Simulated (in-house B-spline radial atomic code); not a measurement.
Radial electron density of In IX (In8+), [Kr] 4d5. Computed with a B-spline radial code for spherical atoms: scalar-relativistic (X2C) PBE0, spin-polarised, spherical fractional occupations, exact exchange averaged over the configuration, Fermi nucleus of rms radius 4.6156 fm.

One-electron X2C: radii and densities carry no picture-change correction, so inner-shell <1/r> comes out high (for 1s by about 2 % at Z = 33, 5 % at 54, 10 % at 75, 30 % at 118) and <r> low.

Columns: r (bohr), 4πr²n(r) (electrons per bohr), bar.

```
0.000881    1.707 #
 0.00107    2.335 #
 0.00129    3.147 ##
 0.00157    4.287 ##
  0.0019    5.761 ###
 0.00231    7.747 ####
 0.00279    10.24 ######
 0.00339    13.53 #######
 0.00411    17.61 ##########
 0.00498    22.61 ############
 0.00603    28.51 ################
 0.00731    35.27 ###################
 0.00886    42.58 #######################
  0.0107    49.76 ###########################
   0.013    56.41 ###############################
  0.0158     61.3 ##################################
  0.0191     63.5 ###################################
  0.0232    62.73 ##################################
  0.0281    59.53 #################################
  0.0341    55.69 ###############################
  0.0413    54.07 ##############################
  0.0501    57.14 ###############################
  0.0607    65.16 ####################################
  0.0735    74.82 #########################################
  0.0891    80.27 ############################################
   0.108    76.81 ##########################################
   0.131    65.94 ####################################
   0.159    55.99 ###############################
   0.192    55.13 ##############################
   0.233    61.97 ##################################
   0.283    65.21 ####################################
   0.343    55.47 ##############################
   0.415    37.08 ####################
   0.503    22.45 ############
    0.61    18.44 ##########
    0.74    19.73 ###########
   0.897    18.04 ##########
    1.09    11.97 #######
    1.32    5.691 ###
     1.6     1.89 #
    1.94    0.427 
    2.35  0.06251 
    2.84 0.005516 
    3.45 0.0002322
```

On this grid the curve has 4 maxima, near 0.0191, 0.0891, 0.283, 0.74 bohr.

The 4p down radial function P(r) = rR(r), positive near the nucleus:

```tsv
r (bohr)	P
0.00107	0.001299
0.00157	0.002456
0.00231	0.004722
0.00339	0.009099
0.00498	0.01757
0.00731	0.0336
0.0107	0.06281
0.0158	0.1152
0.0232	0.1982
0.0341	0.3128
0.0501	0.4263
0.0735	0.4459
0.108	0.2314
0.159	-0.2534
0.233	-0.6696
0.343	-0.4274
0.503	0.5184
0.74	1.221
1.09	0.9439
1.6	0.3196
2.35	0.03968
```
